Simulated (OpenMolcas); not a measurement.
An OpenMolcas run meant for Mg I (ANO-RCC-VQZP, DKH2; inactive shells 1s 2s 2p; intended active space 2 electrons in 4 orbitals (3s 3p)). One step of its input:

```
&CASPT2
Multistate=1 1
Frozen=1 0
IPEA=-0.5
Imaginary=0.1
MaxIter=60
WThr=0.0 0.3 0.05
PrWF=0.5
NoMix
```

The run finished. Its levels beside those of a sound run (SS-CASPT2, IPEA 0.25 Eh, imaginary shift 0.1 Eh (closed shells correlated: 2s 2p)), in cm-1 above each run's lowest level:

| Level | This run | Usual run |
| --- | --- | --- |
| 3s2 1S0 | 0.0 | 0.0 |
| 3s 3p 3P* 0 | 20532 | 21897 |
| 3s 3p 3P* 1 | 20548 | 21913 |
| 3s 3p 3P* 2 | 20579 | 21944 |
| 3s 3p 1P* 1 | 30485 | 37353 |

Task: Which setting is unsound, and how much does it matter here?

Result: The IPEA shift is negative. Against the sound run the excited levels shown move by 2700 cm-1 on average and by 6900 cm-1 at most.

Over all roots computed the reference weight is 0.85 to 0.98 in this run; the roots of lowest weight are the least certain, and an intruder state may touch them. Levels of configurations outside the active space are missing.

* marks odd parity.
